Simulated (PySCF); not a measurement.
Species: C5H9Si (charge +1).
SMILES with atom numbers: `[CH:1]#[C:2][CH2:3][Si+:4]([CH3:5])[CH3:6]` (hydrogens: H7 on C1; H8, H9 on C3; H10, H11, H12 on C5; H13, H14, H15 on C6)

Structure used (PBE0-D3(BJ)/def2-SVP), in Å, numbered top down from 1:
```xyz
15
C5H9Si angstrom
C      3.0172    1.0233   -0.1793
C      2.1908    0.1405   -0.1587
C      1.1706   -0.8868   -0.1339
Si    -0.5547   -0.2257   -0.2660
C     -0.7999    1.5700   -0.4639
C     -1.9698   -1.3784   -0.1516
H      3.7704    1.7933   -0.1934
H      1.2123   -1.4995    0.7910
H      1.2978   -1.6275   -0.9520
H     -1.8010    1.8350   -0.8320
H     -0.0123    1.9938   -1.1087
H     -0.6597    2.0353    0.5322
H     -2.6321   -1.0640    0.6757
H     -2.5775   -1.3028   -1.0720
H     -1.6682   -2.4242   -0.0004
```

Linear response at B3LYP/def2-SVPD (PySCF, frozen core in the response, non-relativistic).

Static isotropic polarisability: 77.88 au (11.54 Å³), principal values 55.6, 73.4, 104.6 au.

**Question.** What is the polarisability at 1064 nm and at the sodium D line?

**Answer.** 78.69 au at 1064 nm (+1.0 %), 80.78 au at 589.3 nm (+3.7 %). The rise at 589.3 nm is 3.58 times that at 1064 nm; a pure ω² law gives 3.26. The lowest singlet lies at 409 nm, shorter than both wavelengths.

**Question.** What is the isotropic C6 coefficient between two such ions, C6 = (3/π)∫α(iω)² dω?

**Answer.** 2320 au (Eh·bohr⁶) by a ten-point quadrature over imaginary frequencies, which is 1390 eV·Å⁶ or 134 J·nm⁶/mol.

**Question.** Which effective excitation energy ω̄ makes London's formula C6 = (3/4)α²ω̄ exact here?

**Answer.** ω̄ = 4·C6/(3α²) = 0.510 Eh = 13.9 eV. A one-pole form α(ω) = α/(1 − ω²/ω̄²) fitted to the 1064 nm value gives 11.5 eV.

**Question.** The lowest 6 singlets have (eV, f): 3.03, 0.001; 3.22, 0.009; 5.55, 0.000; 5.75, 0.026; 5.79, 0.001; 6.03, 0.001. What share of the static polarisability do they carry in the sum over states α = Σ f/ω²?

**Answer.** 1.33 au, 1.7 % of α; the largest term, 0.65 au, is that of the state at 3.22 eV. Their oscillator strengths add up to 0.04. Higher states carry the rest.

**Question.** What molar refraction at the D line follows from R = (4π/3)·N_A·α′, with α′ the polarisability volume?

**Answer.** α′ = 11.97 Å³ gives R = 30.20 cm³/mol, for isolated, non-vibrating species.

**Question.** How many electrons N does the Slater–Kirkwood formula C6 = (3/4)·√N·α^(3/2) need to give this C6?

**Answer.** N = (4·C6/3)²/α³ = 20.3; the species has 52 electrons in all.

**Question.** How anisotropic is the static polarisability, by Δα² = ½[(α1 − α2)² + (α2 − α3)² + (α3 − α1)²]?

**Answer.** Δα = 42.9 au, or 0.55 of the isotropic value.

**Question.** What three-body coefficient follows from the one-pole estimate C9 = (3/4)·α·C6?

**Answer.** 136000 au. This is an estimate from the two numbers above, not a computed integral.

On one thread, Intel Xeon at 2.50 GHz (x86_64), shared host with 64 logical CPUs at a one-minute load of 55, this took 48 s wall and 0.87 GiB of memory at its peak. This is the whole response run at B3LYP/def2-SVPD, SCF included.

One conformer stands for the species.
